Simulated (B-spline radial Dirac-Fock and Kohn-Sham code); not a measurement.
**Photoemission from Dy⁺ at 12000 eV, detector at θ = 60°, φ = 180°**

System: Dy⁺, [Xe] 4f10 6s1. Method: Dirac-Hartree-Slater photoionisation with a Latter tail; cross sections with all multipoles, angular parameters from the dipole term and its interference with E2. Computed with a radial atomic solver. Thresholds are orbital energies of the model. For linearly polarised light dσ/dΩ = σ/(4π) [1 + β P₂(cos θ) + (δ + γ cos²θ) sin θ cos φ], with θ from the polarisation vector and φ the angle between the beam and the projection of the electron momentum on the plane normal to the polarisation. The dipole factor is 1 + βP₂ and the non-dipole term is the rest of the bracket. Open shells are filled statistically over j.

Input file task.json (cfg lists n, l and occupation; rrms is the nuclear radius in fm):

```json
{"items": [{
  "Z": 66,
  "q": 1,
  "cfg": [[1, 0, 2], [2, 0, 2], [2, 1, 6], [3, 0, 2], [3, 1, 6], [3, 2, 10], [4, 0, 2], [4, 1, 6], [4, 2, 10], [4, 3, 10], [5, 0, 2], [5, 1, 6], [6, 0, 1]],
  "A": 164,
  "rrms": 5.2218,
  "do": "xps",
  "hv": [59.0, 66.1, 77.2, 80, 104.0, 124.0, 130.0, 200, 300, 332.0, 361.0, 430.0, 456.0, 586.0, 600, 919.0, 1000, 1240.0, 1410.0, 2130.0, 2380.0, 3800.0, 4850.0, 5414.7, 5940.0, 6940.0, 8650.0, 9251.7, 12000, 12800.0]
}]}
```

Command: `python xray2_run.py task.json out`

| subshell | threshold (eV) | σ (kb) | β | γ | δ | dipole factor | non-dipole term | dσ/dΩ (kb/sr) |
| --- | --- | --- | --- | --- | --- | --- | --- | --- |
| 2s | 9019.5 | 8.21 | 1.97 | 0.00 | -0.001 | 0.754 | +0.002 | 0.494 |
| 2p1/2 | 8597.8 | 11.3 | 1.43 | 0.41 | 0.047 | 0.821 | -0.129 | 0.620 |
| 2p3/2 | 7787.4 | 17.9 | 1.54 | 0.62 | 0.064 | 0.808 | -0.190 | 0.880 |
| 3s | 2025.1 | 1.94 | 1.97 | 0.03 | -0.001 | 0.753 | -0.006 | 0.116 |
| 3p1/2 | 1837.9 | 1.83 | 1.45 | 1.10 | 0.040 | 0.818 | -0.274 | 0.0793 |
| 3p3/2 | 1668.5 | 2.98 | 1.55 | 1.24 | 0.046 | 0.806 | -0.308 | 0.118 |
| 3d3/2 | 1343.0 | 0.814 | 0.97 | 1.78 | 0.261 | 0.878 | -0.611 | 0.0173 |
| 3d5/2 | 1305.7 | 1.07 | 0.88 | 1.72 | 0.289 | 0.890 | -0.623 | 0.0228 |
| 4s | 410.9 | 0.477 | 1.97 | 0.12 | -0.001 | 0.753 | -0.026 | 0.0276 |
| 4p1/2 | 336.0 | 0.402 | 1.44 | 1.19 | 0.039 | 0.820 | -0.291 | 0.0169 |
| 4p3/2 | 298.0 | 0.647 | 1.54 | 1.32 | 0.043 | 0.807 | -0.323 | 0.0250 |
| 4d3/2 | 173.5 | 0.163 | 0.94 | 1.78 | 0.254 | 0.882 | -0.605 | 0.00359 |
| 4d5/2 | 166.5 | 0.213 | 0.85 | 1.72 | 0.284 | 0.894 | -0.617 | 0.00470 |
| 4f5/2 | 16.94 | 0.00335 | 0.52 | 1.56 | 0.595 | 0.935 | -0.853 | 2.18e-05 |
| 4f7/2 | 15.95 | 0.00408 | 0.51 | 1.52 | 0.611 | 0.936 | -0.858 | 2.55e-05 |
| 5s | 60.13 | 0.0795 | 1.97 | 0.15 | -0.001 | 0.753 | -0.030 | 0.00457 |
| 5p1/2 | 39.48 | 0.0540 | 1.44 | 1.20 | 0.038 | 0.821 | -0.294 | 0.00226 |
| 5p3/2 | 34.46 | 0.0833 | 1.54 | 1.33 | 0.043 | 0.808 | -0.325 | 0.00320 |
| 6s | 11.22 | 0.00372 | 1.97 | 0.15 | -0.001 | 0.753 | -0.031 | 0.000214 |
